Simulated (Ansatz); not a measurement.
## Ligand exchange: KH + Ge(SH)2 → KSH + GeH(SH)

Species: KH, singlet; Ge(SH)2, singlet; KSH `[SH][K]`, singlet; GeH(SH), singlet. The partners trade H for SH: K–H and Ge–SH bonds give way to K–SH and Ge–H.

Shapes, held fixed at every level: PBE0-D4/def2-TZVP. Flexible molecules stand in one conformer, not always the lowest. Programs: Ansatz 0.2.0. Electronic energies: no zero-point or thermal term.

```
               level                    kind  ΔE (kJ/mol)  less CCSD(T)/def2-TZVPP  CPU time (sum over the molecules)
   PBE-D4/def2-TZVPP                     GGA        -56.0                    +23.3                               10 s
r2SCAN-D4/def2-TZVPP                meta-GGA        -70.8                     +8.5                               26 s
 B3LYP-D4/def2-TZVPP           global hybrid        -65.1                    +14.2                               17 s
  wB97M-V/def2-TZVPP  range-separated hybrid        -72.5                     +6.8                               37 s
  wB97X-V/def2-TZVPP  range-separated hybrid        -78.7                     +0.6                               31 s
     CCSD/def2-TZVPP   coupled cluster or CI        -84.9                     -5.6                                  –
  CCSD(T)/def2-TZVPP   coupled cluster or CI        -79.3                      0.0                               28 s
```

The highest level, CCSD(T)/def2-TZVPP, gives ΔE = -79.3 kJ/mol; the levels span -84.9 to -56.0. The column of differences is taken from that level and isn't an error. No measured value is set beside it here. Relativity is left out for Ge. Outer-core shells of Ge, K are correlated, in sets that cover them unevenly. Times are processor times on shared x86 and Arm servers, and rough.
